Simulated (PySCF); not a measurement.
All runs: PySCF with density fitting, gas phase, non-relativistic, closed shells, each molecule at its own PBE0-D3(BJ)/def2-SVP geometry. Shieldings use GIAOs. All basis functions are spherical. Starting from PBE0/6-31G*, one thing was changed at a time: the basis to pcSseg-1, the basis to 6-31G, the basis to def2-SVP, the basis to def2-TZVP.

Changes against PBE0/6-31G* in 4 molecules:

| molecule | changed to | HOMO energy (eV) | mean 1H shielding (ppm) | mean 13C shielding (ppm) |
| --- | --- | --- | --- | --- |
| CC(=O)C1CC1 | pcSseg-1 | -0.31 | -0.70 | -13.4 |
| CC(=O)C1CC1 | 6-31G | -0.08 | +0.42 | +2.8 |
| CC(=O)C1CC1 | def2-SVP | -0.18 | -0.47 | -1.5 |
| CC(=O)C1CC1 | def2-TZVP | -0.28 | -0.52 | -11.2 |
| C=CC(=O)CC | pcSseg-1 | -0.32 | -0.77 | -18.1 |
| C=CC(=O)CC | 6-31G | -0.07 | +0.39 | +2.8 |
| C=CC(=O)CC | def2-SVP | -0.18 | -0.52 | -3.5 |
| C=CC(=O)CC | def2-TZVP | -0.29 | -0.60 | -15.8 |
| ClB(Cl)[C@@H]1CS1 | pcSseg-1 | -0.15 | -0.77 | -12.5 |
| ClB(Cl)[C@@H]1CS1 | 6-31G | -0.17 | +0.48 | +5.4 |
| ClB(Cl)[C@@H]1CS1 | def2-SVP | +0.05 | -0.44 | -0.8 |
| ClB(Cl)[C@@H]1CS1 | def2-TZVP | -0.06 | -0.59 | -9.9 |
| C/C=C1\C[C@H]1O | pcSseg-1 | -0.29 | -0.81 | -15.6 |
| C/C=C1\C[C@H]1O | 6-31G | -0.09 | +0.51 | +4.6 |
| C/C=C1\C[C@H]1O | def2-SVP | -0.17 | -0.49 | -1.7 |
| C/C=C1\C[C@H]1O | def2-TZVP | -0.28 | -0.58 | -13.1 |

For `CC#C[SiH2]N[SiH3]` the PBE0/6-31G* run gave HOMO energy -7.18 eV, mean 1H shielding 28.74 ppm, mean 13C shielding 133.4 ppm. The changed runs lost their labels:

```json
{"run": "A", "HOMO energy (eV)": "-7.40", "mean 1H shielding (ppm)": "28.04", "mean 13C shielding (ppm)": "116.6"}
{"run": "B", "HOMO energy (eV)": "-7.42", "mean 1H shielding (ppm)": "28.11", "mean 13C shielding (ppm)": "119.5"}
{"run": "C", "HOMO energy (eV)": "-7.31", "mean 1H shielding (ppm)": "28.21", "mean 13C shielding (ppm)": "131.0"}
{"run": "D", "HOMO energy (eV)": "-7.02", "mean 1H shielding (ppm)": "29.54", "mean 13C shielding (ppm)": "136.4"}
```

Task: Which run belongs to which change?

Result: A: pcSseg-1; B: def2-TZVP; C: def2-SVP; D: 6-31G.

```tsv
run	change of HOMO energy (eV), here / mean of the others	change of mean 1H shielding (ppm), here / mean of the others	change of mean 13C shielding (ppm), here / mean of the others	next best match
A	-0.22 / -0.27	-0.70 / -0.76	-16.8 / -14.9	def2-TZVP
B	-0.24 / -0.23	-0.63 / -0.57	-13.9 / -12.5	pcSseg-1
C	-0.13 / -0.12	-0.53 / -0.48	-2.4 / -1.9	def2-TZVP
D	+0.16 / -0.10	+0.80 / +0.45	+3.0 / +3.9	def2-SVP
```

Each run is given to the change whose mean effect on the other molecules lies nearest, every quantity measured in units of its scatter between molecules.

Task: Would one quantity have been enough? Give each run to the change with the nearest mean effect on that quantity alone.

Result: HOMO energy: 3 of 4 runs rightly; mean 1H shielding: 3 of 4 runs rightly; mean 13C shielding: 3 of 4 runs rightly.

Only sets that this rule tells apart clearly are shown.
